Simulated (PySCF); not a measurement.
Job file and geometry (Å, from GFN2-xTB) of an NMR shielding run on `InChI=1S/C6H11NSi2/c8-7(9)6-3-1-2(3)5(6)4(1)6/h1-5H,8-9H3/t1-,2+,3-,4+,5-,6-`, GIAO PBE0/pcSseg-1 NMR shielding, non-relativistic, gas phase in PySCF 2.14.0, density-fitted response routines; density fitting, a coarse starting grid and PySCF grid level 2 are the driver's defaults:

```
$ OMP_NUM_THREADS=1 python probes_run.py task.json out

{"job": {"kind": "nmr", "xc": "PBE0", "basis": "pcSseg-1"}, "charge": 0, "multiplicity": 1}
Si     1.709140    -1.525513    -0.893886
N      1.156521    -0.047912    -0.154649
Si     2.084648     1.318063     0.393234
C     -0.232322     0.035163     0.025292
C     -1.182690    -0.782283     0.941501
C     -2.290239    -0.607300    -0.061503
C     -2.099317     0.406688     1.035274
C     -1.159327     1.217858     0.126721
C     -1.353173     0.200425    -0.976123
H      3.146070    -1.371548    -1.079919
H      1.007103    -1.697802    -2.168579
H      1.399023    -2.651301    -0.006134
H      3.484240     0.922450     0.299265
H      1.686235     1.618553     1.769845
H      1.813847     2.478905    -0.464670
H     -0.998064    -1.573157     1.645763
H     -3.127028    -1.244082    -0.286094
H     -2.757780     0.711889     1.828792
H     -0.964070     2.272696     0.065497
H     -1.327966     0.328888    -2.042662
```

Q: What does the program print?

A: 
```
coarse grid: 17648 points
cycle   1  E = -868.0984771108  dE =  1.773e+00  |g| = 4.323e-01  |ddm| = 4.341e+00
cycle   2  E = -868.0740510996  dE =  2.443e-02  |g| = 5.547e-01  |ddm| = 1.267e+00
cycle   3  E = -868.1436059437  dE = -6.955e-02  |g| = 6.807e-02  |ddm| = 7.342e-01
cycle   4  E = -868.1442131167  dE = -6.072e-04  |g| = 4.280e-02  |ddm| = 1.094e-01
cycle   5  E = -868.1446375167  dE = -4.244e-04  |g| = 6.211e-03  |ddm| = 5.114e-02
cycle   6  E = -868.1446438304  dE = -6.314e-06  |g| = 1.894e-03  |ddm| = 7.895e-03
final grid: 161184 points
cycle   7  E = -868.1952372924  dE = -4.109e-05  |g| = 9.349e-03  |ddm| = 6.830e-02
cycle   8  E = -868.1952193287  dE =  1.796e-05  |g| = 1.289e-02  |ddm| = 3.516e-02
cycle   9  E = -868.1952593404  dE = -4.001e-05  |g| = 6.293e-04  |ddm| = 1.858e-02
cycle  10  E = -868.1952593989  dE = -5.842e-08  |g| = 3.509e-04  |ddm| = 9.140e-04
cycle  11  E = -868.1952594264  dE = -2.757e-08  |g| = 6.661e-05  |ddm| = 4.274e-04
cycle  12  E = -868.1952594272  dE = -8.149e-10  |g| = 2.835e-05  |ddm| = 1.000e-04
converged SCF energy = -868.1952594272

GIAO shielding tensors (ppm)
atom      isotropic    diamagn.    paramagn.     s11        s22        s33       span
  0 Si     401.405     879.453    -478.048    351.163    383.643    469.409    118.246
  1 N      252.181     325.350     -73.169    211.641    243.148    301.755     90.114
  2 Si     402.332     879.502    -477.170    362.708    379.826    464.463    101.755
  3 C      128.991     229.820    -100.830     96.641    107.534    182.797     86.157
  4 C      150.949     236.247     -85.299    110.271    125.251    217.323    107.052
  5 C      162.334     253.447     -91.113    126.905    143.177    216.919     90.014
  6 C      160.931     252.923     -91.992    125.595    140.814    216.384     90.789
  7 C      149.686     243.916     -94.230    115.915    131.541    201.602     85.687
  8 C      148.855     244.389     -95.534    106.848    130.252    209.464    102.616
  9 H       27.052      29.353      -2.301     23.140     25.850     32.166      9.025
 10 H       27.023      29.155      -2.132     23.281     25.568     32.221      8.940
 11 H       26.712      28.963      -2.251     23.261     25.105     31.770      8.509
 12 H       27.107      29.274      -2.168     23.093     25.882     32.345      9.252
 13 H       26.804      29.077      -2.273     23.360     25.301     31.751      8.391
 14 H       27.413      29.327      -1.914     23.368     25.495     33.377     10.008
 15 H       28.914      30.456      -1.543     24.625     25.418     36.697     12.072
 16 H       29.646      33.731      -4.085     24.636     25.835     38.466     13.830
 17 H       29.529      33.747      -4.218     24.634     25.522     38.432     13.798
 18 H       28.983      32.392      -3.409     24.528     27.302     35.119     10.591
 19 H       29.149      32.848      -3.699     25.334     26.991     35.123      9.789
```

Size and cost of the density-fitted run: 222 basis functions, 30 s wall time on 1 thread of an AMD EPYC 9R45 96-Core, shared host; peak memory 0.93 GiB.
